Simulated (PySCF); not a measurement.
**Structure elucidation problem**

The spectra below were simulated for a compound C₅H₉F₃P₂.

1H NMR (400 MHz, computed): δ 1.67 (m, 9H).

13C{1H} NMR (computed): δ 142.9 (C), 47.6 (C), 35.5 (CH3).

Non-relativistic Hamiltonian, a single conformation, equivalent nuclei averaged, in vacuum. GIAO PBE0/pcSseg-1 shieldings; geometry: GFN2-xTB; PySCF 2.14.0 with density-fitted response routines.

References, each an isolated molecule treated in the same way: 1H (σ = 31.72 ppm) and 13C (σ = 186.93 ppm) against TMS.

Question: What is the structure?

Answer: 
1. 3 carbon signals for 5 carbons: some carbons are equivalent by symmetry or fast rotation.
2. Carbon types of the structure: 2 × C, 3 × CH3, which accounts for all hydrogens.
3. δC 142.9: CF3 carbon; 3 electronegative neighbours deshield it.
4. δC 47.6: fully substituted sp3 carbon bonded to P.
5. δC 35.5: methyl carbon; a saturated carbon with 1 carbon neighbour and no heteroatom attached.
6. δH 1.67: hydrogen on a methyl carbon.

The compound is SMILES CC(C)(C)/P=P/C(F)(F)F.

The data come from this structure; uniqueness wasn't tested.

Splittings by 19F and 31P in the carbon and heteronuclear signals aren't shown, as no couplings were computed. Shifts are as computed. Against solution values, carbons near 30 ppm lie about +3 ppm off and those near 130 ppm about +5 ppm. Of 1211 compounds with measured shifts, 218 miss one by over three times the rms of a fit or turn the order of signals round; such compounds aren't used in these exercises.
